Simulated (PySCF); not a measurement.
C₂H₇NSi₂, SMILES [SiH3][C@H]1N=C[SiH2]1.

Geometry: ωB97X-D3(BJ)/def2-SVP. The structure was generated by enumeration; whether it is a known compound was not checked.

Level of theory: r2SCAN/def2-TZVP in PySCF.

Isolated molecule, no solvent.

- total energy: -714.02853 hartree
- highest occupied level: -5.95 eV
- lowest empty level: -1.95 eV
- orbital gap: 4.01 eV
- dipole moment: 1.68 D
- quadrupole, principal values (traceless, Buckingham form, about the centre of nuclear charge): -5.40, -0.04, 5.45 D·Å
- mean static polarisability: 81.7 bohr³ (12.11 Å³)
- polarisability, principal values: 67.3, 80.8, 97.1 bohr³
